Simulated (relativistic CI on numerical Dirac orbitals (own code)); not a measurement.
# d1 to d9 in one tetrahedral field

Computed with a parametric ligand-field model without spin-orbit coupling, by exact diagonalisation: B = 770, C = 2960, 10Dq = -3300 cm⁻¹ (Td; |10Dq|/B = 4.3) for every shell. Energies in cm⁻¹; the field energy is (0.6 n_e − 0.4 n_t2) × 10Dq of the ground term; g labels are left out.

```csv
Shell,Ground term,Electrons in e,Field energy,First spin-allowed bands,Lowest term of other spin
d1,2E,1.000,-1980,2T2 3300,
d2,3A2,2.000,-3960,"3T2 3300, 3T1 5761",1E 11216
d3,4T1,1.871,-2214,"4T2 2768, 4A2 6068",2E 10765
d4,5T2,2.000,-1320,5E 3300,3T1 13011
d5,?,?,?,?,?
d6,5E,3.000,-1980,5T2 3300,3T1 13397
d7,4A2,4.000,-3960,"4T2 3300, 4T1 5761",2E 13509
d8,3T1,3.871,-2214,"3T2 2768, 3A2 6068",1T2 10630
d9,2T2,4.000,-1320,2E 3300,
```

Problem. Fill in the row of d5.

Solution. Ground term: 6A1; Electrons in e: 2.000; Field energy: 0; First spin-allowed bands: none; Lowest term of other spin: 4T1 20747. Every shell keeps the spin of the free ion. Tetrahedral fields of 3d complexes are almost always too weak to pair spins. High-spin d^(n+5) repeats the spin-allowed bands of d^n, since the half-filled shell is spherical.
